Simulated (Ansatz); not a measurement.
Energy profile

The step: HCl + H → Cl + H₂; bonds formed: H1–H3; bonds broken: Cl2–H3 (atoms numbered as in the saddle structure below).

H1  (-0.950, 0.542, 0.454)
Cl2  (1.030, -0.588, -0.492)
H3  (-0.081, 0.046, 0.038)
(Å)

Electronic energies by CCSD(T) at an estimated basis limit (MP2 extrapolated from triple and quadruple zeta, plus CCSD(T) − MP2 in triple zeta), on PBE0-D4/def2-TZVP structures; H$_{2}$Cl, doublet; no counterpoise correction; spin–orbit coupling, which lowers free halogen atoms and radicals such as OH and SH, is left out. Ansatz 0.2.0; basis: def2-TZVPP and def2-QZVPP; cores frozen in the correlated methods; orbitals are unrestricted. Extrapolation: Hartree–Fock as exp(−7.88 √X), correlation as X^−2.97.

**Question.** Give the profile in eV, counted from the separated reactants. (Judge from chemistry; the value comes from the calculation.)

**Answer.** By the calculation:
```json
{"point": "separated: H (H1; doublet) + HCl (Cl2, H3; singlet)", "eV": "0.000"}
{"point": "start structure", "eV": "-0.008"}
{"point": "saddle", "eV": "0.217"}
{"point": "end structure", "eV": "-0.109"}
{"point": "separated: H$_{2}$ (H1, H3; singlet) + Cl (Cl2; doublet)", "eV": "-0.104"}
```

No T1 diagnostic of these runs exceeds 0.014. ⟨S²⟩ of the unrestricted Hartree–Fock references: 0.75 to 0.78 (a pure state has 0.75).

For scale, one of the runs: CCSD(T)/def2-TZVPP, 70 basis functions, launched by `ansatz run in.yaml --threads 2 --pin off --events-out ev --progress --plain --max-ram 4352MiB`. The run took about 1.4 s on 2 CPU threads of an Arm Neoverse V2 (shared host).
